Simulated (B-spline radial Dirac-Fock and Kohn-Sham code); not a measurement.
# Dipole and non-dipole photoemission parameters of Gd 6s

System: neutral gadolinium, [Xe] 4f7 5d1 6s2; threshold 5.47 eV (orbital energy of the model). These are calculated numbers from a radial finite-basis atomic code; the model is Dirac-Hartree-Slater photoionisation with a Latter tail; cross sections with all multipoles, angular parameters from the dipole term and its interference with E2.

Input file task.json (cfg lists n, l and occupation; rrms is the nuclear radius in fm):

```json
{"items": [{
  "Z": 64,
  "q": 0,
  "cfg": [[1, 0, 2], [2, 0, 2], [2, 1, 6], [3, 0, 2], [3, 1, 6], [3, 2, 10], [4, 0, 2], [4, 1, 6], [4, 2, 10], [4, 3, 7], [5, 0, 2], [5, 1, 6], [5, 2, 1], [6, 0, 2]],
  "A": 158,
  "rrms": 5.1569,
  "do": "xps",
  "hv": [60, 75.7, 80, 90.3, 107.0, 177.0, 190.0, 200, 215.0, 217.0, 227.0, 372.0, 561.0, 800, 922.0, 1000.0, 1100.0, 1486.9, 3130.0, 3630.0, 4000, 4130.0, 4220.0, 4720.0, 5414.7, 6000.0, 8047.8, 9950.0, 11300.0, 12400.0],
  "edges": {"K": 50239.0, "L1": 8376.0, "L2": 7930.0, "L3": 7243.0, "M1": 1881.0, "M2": 1688.0, "M3": 1544.0, "M4": 1221.9, "M5": 1189.6, "N1": 378.6, "N2": 286.0, "N3": 271.0, "N4": 142.6, "N5": 142.6}
}]}
```

Command: `python xray2_run.py task.json out`

| hν (eV) | σ (kb) | β | γ |
| --- | --- | --- | --- |
| 60 | 27.3 | 1.745 | 0.014 |
| 75.7 | 22.2 | 1.801 | 0.073 |
| 80 | 21.0 | 1.811 | 0.087 |
| 90.3 | 18.6 | 1.831 | 0.114 |
| 107 | 15.4 | 1.853 | 0.151 |
| 177 | 8.37 | 1.899 | 0.247 |
| 190 | 7.65 | 1.903 | 0.259 |
| 200 | 7.15 | 1.906 | 0.268 |
| 215 | 6.50 | 1.911 | 0.279 |
| 217 | 6.42 | 1.911 | 0.281 |
| 227 | 6.04 | 1.914 | 0.287 |
| 372 | 3.03 | 1.935 | 0.343 |
| 561 | 1.64 | 1.947 | 0.353 |
| 800 | 0.940 | 1.955 | 0.327 |
| 922 | 0.750 | 1.957 | 0.307 |
| 1000 | 0.659 | 1.959 | 0.293 |
| 1100 | 0.565 | 1.960 | 0.274 |
| 1486.9 | 0.343 | 1.965 | 0.199 |
| 3130 | 0.0923 | 1.972 | -0.040 |
| 3630 | ? | ? | ? |
| 4000 | 0.0584 | 1.974 | -0.100 |
| 4130 | 0.0550 | 1.974 | -0.106 |
| 4220 | 0.0528 | 1.974 | -0.110 |
| 4720 | 0.0427 | 1.975 | -0.124 |
| 5414.7 | 0.0329 | 1.976 | -0.131 |
| 6000 | 0.0270 | 1.976 | -0.127 |
| 8047.8 | 0.0151 | 1.977 | -0.056 |
| 9950 | 0.00984 | 1.977 | 0.060 |
| 11300 | 0.00757 | 1.977 | 0.157 |
| 12400 | 0.00624 | 1.977 | 0.241 |

Problem. Give the values at 3630 eV.

Solution. σ = 0.0701 kb, β = 1.973, γ = -0.080. For an s subshell δ is negligible.
